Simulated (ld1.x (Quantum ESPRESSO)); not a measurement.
# Cutoff test, bromine, TM

Br (Z = 35), norm-conserving Troullier–Martins (Kleinman–Bylander form), made with ld1.x (Quantum ESPRESSO) 7.5 (revPBE, scalar-relativistic). Core [Ar] 3d10, reference 4s2 4p5. Waves: 4s (bound): rc 1.50 bohr; 4p (bound): rc 1.65 bohr. Local part: all-electron potential smoothed inside 1.40 bohr (lloc = -2). Core correction: a·sin(br)/r model core, default radius (core density twice the valence density).

The pseudo-atom Hamiltonian at the reference potential is diagonalised in spherical Bessel functions j_l(qr) that vanish at 20 bohr, with q² up to the cutoff. All-electron valence levels (Ry): 4s -1.4756, 4p -0.5747.

Task: How do the lowest levels (Ry) of each channel move with the cutoff, and are there ghosts?

Result:

| cutoff (Ry) | s #1 | p #1 | p #2 | d #1 | d #2 | f #1 | f #2 | Σ f·Δε (mRy) |
| --- | --- | --- | --- | --- | --- | --- | --- | --- |
| 8 | -1.3159 | -0.5590 | 0.0268 | 0.0671 | 0.1449 | 0.1166 | 0.2457 | 398.1 |
| 12 | -1.4036 | -0.5619 | 0.0266 | 0.0667 | 0.1422 | 0.1166 | 0.2457 | 208.2 |
| 15 | -1.4343 | -0.5643 | 0.0266 | 0.0666 | 0.1414 | 0.1166 | 0.2457 | 134.8 |
| 21 | -1.4650 | -0.5702 | 0.0265 | 0.0665 | 0.1405 | 0.1166 | 0.2457 | 44.2 |
| 25 | -1.4666 | -0.5731 | 0.0264 | 0.0664 | 0.1404 | 0.1166 | 0.2457 | 26.4 |
| 35 | -1.4682 | -0.5745 | 0.0263 | 0.0664 | 0.1403 | 0.1166 | 0.2457 | 16.6 |
| 45 | -1.4725 | -0.5745 | 0.0263 | 0.0664 | 0.1403 | 0.1166 | 0.2457 | 7.5 |
| 50 | -1.4744 | -0.5746 | 0.0263 | 0.0664 | 0.1403 | 0.1166 | 0.2457 | 3.5 |
| 60 | -1.4752 | -0.5747 | 0.0263 | 0.0664 | 0.1403 | 0.1166 | 0.2457 | 1.1 |
| 70 | -1.4753 | -0.5748 | 0.0263 | 0.0664 | 0.1403 | 0.1166 | 0.2457 | 0.7 |
| 90 | -1.4755 | -0.5748 | 0.0263 | 0.0664 | 0.1403 | 0.1166 | 0.2457 | 0.4 |
| 400 | -1.4756 | -0.5748 | 0.0263 | 0.0664 | 0.1403 | 0.1166 | 0.2457 | 0.0 |

Result: no extra level below or beside the all-electron valence levels (s, p, d, f tested); 10 mRy is reached at 45 Ry and 1 mRy at 70 Ry.
